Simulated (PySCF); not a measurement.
Species: C₄H₄BF₅O₂.
SMILES with atom numbers: `[F:1][CH:2]([F:3])[C@:4]1([C:5]([F:6])([F:7])[F:8])[CH2:9][O:10][BH:11][O:12]1`

Cartesian coordinates in Å at the PBE0-D3(BJ)/def2-SVP level; atoms count from 1:
```
atom  x, y, z in Å
F1    -0.3757   -2.2223    0.6482
C2    -1.0928   -1.0865    0.5565
F3    -2.0397   -1.2627   -0.3836
C4    -0.1495    0.0424    0.1391
C5    -0.8890    1.3778    0.0252
F6    -1.5838    1.6395    1.1296
F7    -1.7322    1.3715   -1.0049
F8    -0.0166    2.3652   -0.1627
C9     0.6341   -0.2929   -1.1547
O10    1.9868   -0.3320   -0.7495
B11    2.0572   -0.0585    0.5752
O12    0.8275    0.1712    1.1433
H13   -1.5688   -0.8823    1.5293
H14    0.4975    0.4716   -1.9332
H15    0.3351   -1.2667   -1.5680
H16    3.0775   -0.0155    1.1990
```

NICS is the negative of the GIAO shielding at a point without a nucleus: at the ring centre (0) and 1 Å above and below it (1); zz is the component along the ring normal. Level: GIAO PBE0/pcSseg-1 (PySCF, non-relativistic, gas phase) on the PBE0-D3(BJ)/def2-SVP geometry, one conformer.

Ring bond lengths (Å), with Mayer bond orders in brackets: C4–C9 1.549 (0.98), C9–O10 1.413 (0.89), O10–B11 1.354 (1.18), B11–O12 1.374 (1.09), O12–C4 1.407 (0.90).

**Question.** What do the NICS probes read (ppm)?

**Answer.** 
```csv
ring,type,NICS(0),"NICS(1), two faces","NICS(1)zz, two faces",rms pucker (Å),"centre to ring atoms, mean (Å)"
C4–C9–O10–B11–O12,5-membered ring with B and 2 O; formal bonds all single,-6.7,-2.7 / -3.1,-5.6 / -6.5,0.00,1.21
```

**Question.** What do they say, and how far can they be read as aromaticity?

**Answer.** 
- C4–C9–O10–B11–O12: mean NICS(1)zz -6.0 ppm, shielded. C4, C9 have four or more neighbours, and the NICS criterion for π rings isn't applied.

**Question.** Give the inner angles of the rings and the Hirshfeld charges of the ring atoms.

**Answer.** 
- C4–C9–O10–B11–O12: C4 105.3° (+0.032 e), C9 104.5° (-0.003 e), O10 108.9° (-0.173 e), B11 113.1° (+0.219 e), O12 108.1° (-0.177 e); sum 540.0° against 540° for a flat convex ring.

**Question.** How do the values depend on the level or the medium?

**Answer.** 
| level | NICS(0), C4–C9–O10–B11–O12 | mean NICS(1)zz, C4–C9–O10–B11–O12 |
| --- | --- | --- |
| PBE0/pcSseg-1, gas | -6.7 | -6.0 |
| wB97X-D/pcSseg-2, gas | -6.2 | -5.7 |

The geometry is the same throughout.

Time: 1.9 min wall, 3.0 min CPU; peak memory 1.9 GiB. Hardware: an Intel Xeon at 2.50 GHz with 2 threads (shared host). This is the whole shielding run at PBE0/pcSseg-1, SCF included.
